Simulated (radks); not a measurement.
Coulomb parameter of the 3d shell of the chromium ion Cr+ in the model configuration [Ar] 3d4 4s1, as a second difference U = [E(n + 0.5) + E(n - 0.5) - 2 E(n)] / (0.5)^2 with all orbitals relaxed. "Bare": the charge of the atom changes with n. "Screened": the 4s shell takes up the change at fixed total charge, which measures U(3d,3d) + U(4s,4s) - 2 U(3d,4s). Calculated with a radial shooting solver on a logarithmic mesh with Libxc functionals: scalar-relativistic Kohn-Sham, LDA (Slater exchange, Perdew-Wang correlation), spin-unpolarised, spherical densities, finite nucleus; Fermi nuclear charge, rms radius 3.6452 fm.

| case | configuration | E - E(n) (eV) |
|---|---|---|
| start | [Ar] 3d4 4s1 | 0.000 |
| bare +0.5 | [Ar] 3d4.5 4s1 | -5.502 |
| bare -0.5 | [Ar] 3d3.5 4s1 | 8.753 |
| screened +0.5 | [Ar] 3d4.5 4s0.5 | -0.865 |
| screened -0.5 | [Ar] 3d3.5 4s1.5 | 1.603 |

U(bare) = 13.004 eV, U(screened by 4s) = 2.952 eV, against the Slater integral F0(3d,3d) = 19.969 eV with frozen orbitals.
